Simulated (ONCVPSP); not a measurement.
## Co (Z = 27), ONCV: configuration errors across variants

cobalt (Co), optimised norm-conserving Vanderbilt (ONCV), made with ONCVPSP 4.0.1 (PBEsol, scalar-relativistic). Core [Ne], reference 3s2 3p6 3d7 4s0.5 (charge +1.5). Waves: 3s+4s: rc 1.35 bohr, ncon 3, nbas 7, qcut 6.8 1/bohr, 3 projectors, debl 2.3 Ha; 3p: rc 1.00 bohr, ncon 4, nbas 9, qcut 14.4 1/bohr, 2 projectors, debl 1.7 Ha; 3d: rc 1.00 bohr, ncon 4, nbas 8, qcut 16.6 1/bohr, 2 projectors, debl 3.7 Ha. Local part: polynomial inside 0.60 bohr (lpopt 5, dvloc0 0 Ha). Core correction: none.

In the p channel the program set the typed energies aside and used -2.914, 0.250 Ha.

All-electron excitation energies from the reference (eV): (1) 3s2 3p6 3d7 4s2 -16.398; (2) 3s2 3p6 3d7 4s1 -7.352; (3) 3s2 3p6 3d7 4s0 9.346; (4) 3s2 3p6 3d7 4s0 4p2 -7.382.

1 further variants failed, have other tests or too few solved ones, and are left out.

Errors AE − PS in meV (a dash: test not solved or not reliable):

```csv
change,(1),(2),(3),(4),bound ghosts,GHOST(+) flags above zero
base,+2.9,+0.8,-0.2,+0.7,none,s
s: qcut 4.8; p: qcut 10.2; d: qcut 11.8,+2.7,+0.7,-0.1,+0.9,none,s
s: qcut 5.5,+2.8,+0.7,-0.1,+0.8,none,s
d: rc 1.16,+3.0,+0.8,-0.2,+0.8,none,s
"core correction Teter function, fcfact 4.5, rcfact 1.5",+2.1,+0.7,-0.5,+0.6,none,s
d: qcut 20.7,+2.9,+0.8,-0.2,+0.7,none,s
```

(1) Give the same row for: all radii scaled by about 1.32 (s 1.78, p 1.32, d 1.32 bohr); local potential polynomial inside 0.80 bohr (lpopt 5, dvloc0 0 Ha).

Answers

(1) +3.7, +1.0, -0.3, +0.7; bound ghosts: none; GHOST(+) flags above zero: none.
